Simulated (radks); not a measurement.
Mg, 12 electrons, occupied as [Ne] 3s1 4d1 (not the ground configuration).

Method: non-relativistic Kohn-Sham, PBE, spin-polarised, spherical densities, point nucleus; open shells are filled with parallel spins first; computed with a radial shooting solver on a logarithmic mesh with Libxc functionals.

Energy parts (eV):
total: -5434.643
kinetic: 5425.288
electron-nucleus: -12949.734
Hartree: 2529.882
exchange-correlation: -440.079

Orbitals (lengths in bohr, moments of r in powers of bohr):
| orbital | occ. | eigenvalue (eV) | <1/r> | <r^2> | <r^4> |
|---|---|---|---|---|---|
| 1s up | 1 | -1264.174 | 11.59 | 0.02309 | 0.001384 |
| 1s down | 1 | -1264.104 | 11.59 | 0.02309 | 0.001384 |
| 2s up | 1 | -86.4300 | 2.093 | 0.5878 | 0.6624 |
| 2s down | 1 | -86.2753 | 2.095 | 0.5859 | 0.6560 |
| 2p up | 3 | -53.5314 | 1.955 | 0.6099 | 0.8855 |
| 2p down | 3 | -53.3640 | 1.958 | 0.6050 | 0.8639 |
| 3s up | 1 | -9.8526 | 0.4750 | 9.014 | 133.5 |
| 4d up | 1 | -0.6725 | 0.08288 | 292.2 | 116300 |

The highest occupied level is 4d up at -0.672 eV. Virial ratio -V/T = 2.00172. The density falls to 0.001 e/bohr^3 at r = 3.92 bohr. The electron density at the nucleus is 1096 e/bohr^3. Spin moment in Bohr magnetons: 2. Summed over all electrons, <r^2> = 306.1 bohr^2, which gives a Langevin (diamagnetic) susceptibility term of -242 x 10^-6 cm^3/mol.
